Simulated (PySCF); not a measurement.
# Computed records: BH5NOSi, B2ClH3N

All values are calculated (PySCF 2.14.0). Calculation on a computer-drawn molecule: the log of a Hartree-Fock and frozen-core CCSD(T) single point meant for a local Hartree-Fock minimum, with one planted fault or none, to be diagnosed. Offsets are logged minus clean, where the clean run is the same molecule without the fault. The reference is restricted for singlets and unrestricted otherwise, and also for a bond in bohr or an excited solution. Adding or removing an electron swaps singlet and doublet. The excited solution moves the top pair (singlet) or top alpha electron (doublet) to the lowest empty orbital. Highest occupied and lowest empty are orbital energies over both spins, largest force is the largest gradient component, triples share is (T) over the correlation energy, the T1 limit is 0.02 restricted and 0.045 unrestricted, electrons count all cores, a negative frequency is imaginary (commonest isotopes), and the dipole is about the centre of nuclear charge.

Common to all runs: meant basis cc-pV(D+d)Z; logged SCF converged yes; logged CC converged yes; logged SCF stable within its kind yes; possible faults no fault, one electron removed, one electron added, multiplicity raised by two, geometry at a saddle point, SCF held on an excited solution, minimal basis STO-3G, one bond length entered in bohr, all coordinates scaled.

```json
{"entry": 1, "formula": "BH5NOSi", "logged_structure": {"atoms_angstrom": [["N", -0.7839, -1.1659, -1.7545], ["B", 0.5251, -0.8029, -1.416], ["O", 0.8924, -0.453, -0.1403], ["Si", 0.28, -0.3853, 1.3848], ["H", -1.551, -1.1723, -1.1147], ["H", -1.0363, -1.4046, -2.6894], ["H", 1.3689, -0.7939, -2.2705], ["H", -1.1426, 0.0496, 1.3675], ["H", 1.0905, 0.5734, 2.1678]]}, "given": {"meant_charge": 0, "meant_multiplicity": 2, "logged_electrons": 38, "logged_basis_functions": 90, "logged_spin_squared": 0.0, "logged_highest_occupied [eV]": -15.911, "logged_lowest_empty [eV]": -7.085, "logged_largest_force [hartree/bohr]": 0.093738, "logged_T1_diagnostic": 0.025046, "logged_D1_diagnostic": 0.10221, "logged_triples_share": 0.028282, "logged_dipole_magnitude [debye]": 6.0867, "logged_energy_HF [hartree]": -445.64803, "logged_energy_CCSD(T) [hartree]": -446.22359, "drawn_bonds_atom": [1, 2, 3, 1, 1, 2, 4, 4], "drawn_bonds_other_atom": [2, 3, 4, 5, 6, 7, 8, 9], "drawn_bonds_order": [1, 1, 1, 1, 1, 1, 1, 1]}, "results": {"planted_fault": "one electron removed", "HF_energy_offset_from_clean_run [kcal/mol]": 184.5, "CCSD(T)_energy_offset_from_clean_run [kcal/mol]": 182.6}, "notes": ["T1 above single-reference limit"]}
{"entry": 2, "formula": "B2ClH3N", "logged_structure": {"atoms_angstrom": [["N", 0.4979, -0.9005, 2.3319], ["B", -0.5956, -1.4914, 1.7742], ["B", -1.69, -0.5499, 0.8151], ["Cl", -2.7641, 0.2524, -0.0946], ["H", 0.7578, 0.0624, 2.2498], ["H", 1.1414, -1.4317, 2.8901], ["H", -0.8845, -2.6394, 1.8861]]}, "given": {"meant_charge": 1, "meant_multiplicity": 1, "logged_electrons": 37, "logged_basis_functions": 80, "logged_spin_squared": 0.7652, "logged_highest_occupied [eV]": -6.7154, "logged_lowest_empty [eV]": 2.4965, "logged_largest_force [hartree/bohr]": 0.059622, "logged_T1_diagnostic": 0.016748, "logged_D1_diagnostic": 0.056829, "logged_triples_share": 0.028714, "logged_dipole_magnitude [debye]": 1.8503, "logged_energy_HF [hartree]": -565.07472, "logged_energy_CCSD(T) [hartree]": -565.58393, "drawn_bonds_atom": [1, 2, 3, 1, 1, 2], "drawn_bonds_other_atom": [2, 3, 4, 5, 6, 7], "drawn_bonds_order": [1, 1, 1, 1, 1, 1]}, "results": {"planted_fault": "one electron added", "HF_energy_offset_from_clean_run [kcal/mol]": -133.2, "CCSD(T)_energy_offset_from_clean_run [kcal/mol]": -134.9}}
{"entry": 3, "formula": "B2ClH3N", "logged_structure": {"atoms_angstrom": [["N", 0.4979, -0.9005, 2.3319], ["B", -0.5956, -1.4914, 1.7742], ["B", -1.69, -0.5499, 0.8151], ["Cl", -2.7641, 0.2524, -0.0946], ["H", 0.7578, 0.0624, 2.2498], ["H", 1.1414, -1.4317, 2.8901], ["H", -0.8845, -2.6394, 1.8861]]}, "given": {"meant_charge": 1, "meant_multiplicity": 1, "logged_electrons": 36, "logged_basis_functions": 27, "logged_spin_squared": 0.0, "logged_highest_occupied [eV]": -16.547, "logged_lowest_empty [eV]": -3.1143, "logged_largest_force [hartree/bohr]": 0.035777, "logged_T1_diagnostic": 0.026315, "logged_D1_diagnostic": 0.099881, "logged_triples_share": 0.038422, "logged_dipole_magnitude [debye]": 2.2637, "logged_energy_HF [hartree]": -558.6183, "logged_energy_CCSD(T) [hartree]": -558.80591, "drawn_bonds_atom": [1, 2, 3, 1, 1, 2], "drawn_bonds_other_atom": [2, 3, 4, 5, 6, 7], "drawn_bonds_order": [1, 1, 1, 1, 1, 1]}, "results": {"planted_fault": "minimal basis STO-3G", "HF_energy_offset_from_clean_run [kcal/mol]": 3918, "CCSD(T)_energy_offset_from_clean_run [kcal/mol]": 4118}, "notes": ["T1 above single-reference limit"]}
{"entry": 4, "formula": "B2ClH3N", "logged_structure": {"atoms_angstrom": [["N", 0.4979, -0.9005, 2.3319], ["B", -0.5956, -1.4914, 1.7742], ["B", -1.69, -0.5499, 0.8151], ["Cl", -2.7641, 0.2524, -0.0946], ["H", 0.7578, 0.0624, 2.2498], ["H", 1.1414, -1.4317, 2.8901], ["H", -0.8845, -2.6394, 1.8861]]}, "given": {"meant_charge": 1, "meant_multiplicity": 1, "logged_electrons": 36, "logged_basis_functions": 80, "logged_spin_squared": 0.0, "logged_highest_occupied [eV]": -17.382, "logged_lowest_empty [eV]": -4.8671, "logged_largest_force [hartree/bohr]": 1.8552e-05, "logged_lowest_frequency [cm^-1]": 147.91, "logged_T1_diagnostic": 0.019491, "logged_D1_diagnostic": 0.066817, "logged_triples_share": 0.032717, "logged_dipole_magnitude [debye]": 1.391, "logged_energy_HF [hartree]": -564.86252, "logged_energy_CCSD(T) [hartree]": -565.36894, "drawn_bonds_atom": [1, 2, 3, 1, 1, 2], "drawn_bonds_other_atom": [2, 3, 4, 5, 6, 7], "drawn_bonds_order": [1, 1, 1, 1, 1, 1]}, "results": {"planted_fault": "no fault", "HF_energy_offset_from_clean_run [kcal/mol]": 0.0, "CCSD(T)_energy_offset_from_clean_run [kcal/mol]": 0.0}}
```
